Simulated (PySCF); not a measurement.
Numbering as in the mapped SMILES `[CH3:1][C@@H:2]1[CH2:3][CH2:4][CH2:5][CH2:6][C@H:7]1[CH3:8]`. Hydrogens are named by the atom that carries them. Ha(C3), Ha(C4), Ha(C5), Ha(C6) are cis to C1 on the ring; Hb(C3), Hb(C4), Hb(C5), Hb(C6) are trans to C1 on the ring.

- geometry from PBE0-D3(BJ)/def2-SVP
- NMR shieldings at KT2/pcSseg-1/GIAO
- program: PySCF 2.14.0 with density-fitted response routines
- no relativistic terms, one computed conformer, one averaged value for each set of equivalent atoms, no solvent

Referencing at the same level of theory: TMS for $^{13}$C (183.22 ppm) and $^{1}$H (31.18 ppm).

```tsv
atoms	nucleus	count	δ (ppm)
Hb(C4)/Ha(C5)	$^{1}$H	2	?
C3/C6	$^{13}$C	2	?
C1/C8	$^{13}$C	2	22.2
Ha(C3)/Hb(C6)	$^{1}$H	2	0.90
H(C2)/H(C7)	$^{1}$H	2	0.71
H(C1)/H(C8)	$^{1}$H	6	0.94
C2/C7	$^{13}$C	2	43.4
Ha(C4)/Hb(C5)	$^{1}$H	2	1.72
Hb(C3)/Ha(C6)	$^{1}$H	2	?
C4/C5	$^{13}$C	2	31.3
```

**Question.** Estimate the values marked ?.

**Answer.** 
- C3/C6: 39.5 ppm, sp3 CH2 in a ring; a saturated carbon with 2 carbon neighbours and no heteroatom attached
- Hb(C3)/Ha(C6): 1.58 ppm, hydrogen on an sp3 CH2 in a ring; far from electronegative atoms and π systems
- Hb(C4)/Ha(C5): 1.32 ppm, hydrogen on an sp3 CH2 in a ring; far from electronegative atoms and π systems

Shifts are as computed. Against solution values, carbons near 30 ppm lie about +2 ppm off and those near 130 ppm about -5 ppm. Of 1211 compounds with measured shifts, 218 miss one by over three times the rms of a fit or turn the order of signals round; such compounds aren't used in these exercises.
